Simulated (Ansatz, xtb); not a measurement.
## A geometry optimisation of C3H6AlBrO with r2SCAN-D4/def2-SVP

The starting geometry of this gas-phase singlet was built from a drawn formula by distance geometry and a force field; its bonds are those of `[CH3][Al]([CH]=O)[CH2]Br`.

```xyz
12

C     0.3449   -1.0647   -2.1281
C     1.6410   -0.1203    0.9004
C    -1.7585   -0.6523    0.5662
Al    0.0786   -0.6082   -0.1967
Br   -1.7761   -1.9603    1.9671
O     1.4895    0.1372    2.0521
H     1.0539   -1.8542   -2.2515
H    -0.6450   -1.2721   -2.6242
H     0.7889   -0.1273   -2.6676
H     2.5843   -0.0776    0.4427
H    -2.0246    0.3345    0.9928
H    -2.4813   -0.9365   -0.2130
```

Predict what becomes of its bonds when it is optimised with r2SCAN-D4/def2-SVP.

A new bond forms, giving a structure with Br5 bridging C3 and Al4, given below by its coordinates. Contacts that close: Al4–Br5 (3.15 → 2.62 Å).

The energy falls by 0.68 eV over 20 steps:

| step | E − E(last) (eV) |
| --- | --- |
| 1 | 0.677 |
| 3 | 0.247 |
| 5 | 0.144 |
| 7 | 0.051 |
| 9 | 0.009 |
| 12 | 0.000 |
| 14 | 0.000 |
| 16 | 0.000 |
| 18 | 0.000 |
| 20 | 0.000 |

Final geometry (Å):

| atom | x (Å) | y (Å) | z (Å) |
| --- | --- | --- | --- |
| C | 0.3073 | -1.1807 | -2.1656 |
| C | 1.5143 | -0.0470 | 1.0006 |
| C | -1.6816 | -0.3429 | 0.5287 |
| Al | 0.0736 | -0.6174 | -0.3122 |
| Br | -1.3745 | -2.2850 | 1.0882 |
| O | 1.1336 | 0.4613 | 2.0427 |
| H | 1.1607 | -1.8693 | -2.2871 |
| H | -0.5880 | -1.6893 | -2.5607 |
| H | 0.5059 | -0.3169 | -2.8250 |
| H | 2.6348 | -0.1614 | 0.8484 |
| H | -1.7459 | 0.2022 | 1.4800 |
| H | -2.6446 | -0.3554 | 0.0022 |

From the same start GFN2-xTB reaches the same bonding as this run.

The end wasn't checked by frequencies. Run with Ansatz 0.2.0, 68 s on 2 threads of Intel(R) Xeon(R) Platinum 8375C CPU @ 2.90GHz (Ice Lake), with other jobs on the host.
